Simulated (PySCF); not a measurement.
Al(H)(I)(OMe) (CH4AlIO), SMILES [I][AlH][O]C.

Geometry optimised at PBE0-D3(BJ)/def2-SVP. The structure was generated by enumeration; whether it is a known compound was not checked. The def2 effective core potentials stand for the cores of I; spin–orbit coupling is left out. The values are those of a single conformer.

The numbers are results of PySCF 2.14.0 with PBE0-D3(BJ)/def2-SVP, not measurements.

Frequencies are harmonic and unscaled.

**Question.** Estimate the vibrational spectrum. (The exact figures need the calculation; the answer reports its results.)

**Answer.** 
```json
[
 {"mode": "1", "ν (cm⁻¹)": "74", "IR (km/mol)": "3.4", "Raman (Å⁴/amu)": "2.1", "depolarisation": "0.70", "moving atoms (share of kinetic energy)": "C 49 %, H 23 %, I 15 %, Al 11 %"},
 {"mode": "2", "ν (cm⁻¹)": "83", "IR (km/mol)": "0.0", "Raman (Å⁴/amu)": "0.1", "depolarisation": "0.75", "moving atoms (share of kinetic energy)": "H 99 %"},
 {"mode": "3", "ν (cm⁻¹)": "154", "IR (km/mol)": "11.4", "Raman (Å⁴/amu)": "1.7", "depolarisation": "0.75", "moving atoms (share of kinetic energy)": "O 57 %, H 21 %, Al 12 %, C 9 %"},
 {"mode": "4", "ν (cm⁻¹)": "232", "IR (km/mol)": "9.8", "Raman (Å⁴/amu)": "1.7", "depolarisation": "0.53", "moving atoms (share of kinetic energy)": "O 65 %, Al 14 %, H 9 %, I 9 %"},
 {"mode": "5", "ν (cm⁻¹)": "355", "IR (km/mol)": "53.4", "Raman (Å⁴/amu)": "12.6", "depolarisation": "0.22", "moving atoms (share of kinetic energy)": "Al 74 %, I 15 %"},
 {"mode": "6", "ν (cm⁻¹)": "449", "IR (km/mol)": "105.3", "Raman (Å⁴/amu)": "2.2", "depolarisation": "0.75", "moving atoms (share of kinetic energy)": "H 81 %, Al 16 %"},
 {"mode": "7", "ν (cm⁻¹)": "637", "IR (km/mol)": "154.4", "Raman (Å⁴/amu)": "12.3", "depolarisation": "0.70", "moving atoms (share of kinetic energy)": "H 90 %"},
 {"mode": "8", "ν (cm⁻¹)": "741", "IR (km/mol)": "153.3", "Raman (Å⁴/amu)": "11.2", "depolarisation": "0.12", "moving atoms (share of kinetic energy)": "Al 47 %, C 21 %, O 20 %, H 11 %"},
 {"mode": "9", "ν (cm⁻¹)": "1186", "IR (km/mol)": "20.3", "Raman (Å⁴/amu)": "3.5", "depolarisation": "0.73", "moving atoms (share of kinetic energy)": "H 72 %, C 21 %"},
 {"mode": "10", "ν (cm⁻¹)": "1189", "IR (km/mol)": "0.2", "Raman (Å⁴/amu)": "0.8", "depolarisation": "0.75", "moving atoms (share of kinetic energy)": "H 76 %, C 19 %"},
 {"mode": "11", "ν (cm⁻¹)": "1267", "IR (km/mol)": "301.5", "Raman (Å⁴/amu)": "8.3", "depolarisation": "0.16", "moving atoms (share of kinetic energy)": "O 58 %, C 33 %"},
 {"mode": "12", "ν (cm⁻¹)": "1474", "IR (km/mol)": "1.9", "Raman (Å⁴/amu)": "17.0", "depolarisation": "0.75", "moving atoms (share of kinetic energy)": "H 97 %"},
 {"mode": "13", "ν (cm⁻¹)": "1477", "IR (km/mol)": "1.8", "Raman (Å⁴/amu)": "21.4", "depolarisation": "0.65", "moving atoms (share of kinetic energy)": "H 93 %"},
 {"mode": "14", "ν (cm⁻¹)": "1480", "IR (km/mol)": "14.5", "Raman (Å⁴/amu)": "14.5", "depolarisation": "0.72", "moving atoms (share of kinetic energy)": "H 91 %, C 8 %"},
 {"mode": "15", "ν (cm⁻¹)": "2014", "IR (km/mol)": "133.9", "Raman (Å⁴/amu)": "197.5", "depolarisation": "0.19", "moving atoms (share of kinetic energy)": "H 96 %"},
 {"mode": "16", "ν (cm⁻¹)": "3014", "IR (km/mol)": "79.6", "Raman (Å⁴/amu)": "158.3", "depolarisation": "0.01", "moving atoms (share of kinetic energy)": "H 97 %"},
 {"mode": "17", "ν (cm⁻¹)": "3100", "IR (km/mol)": "35.7", "Raman (Å⁴/amu)": "80.4", "depolarisation": "0.48", "moving atoms (share of kinetic energy)": "H 90 %, C 10 %"},
 {"mode": "18", "ν (cm⁻¹)": "3112", "IR (km/mol)": "29.7", "Raman (Å⁴/amu)": "128.7", "depolarisation": "0.75", "moving atoms (share of kinetic energy)": "H 90 %, C 10 %"}
]
```
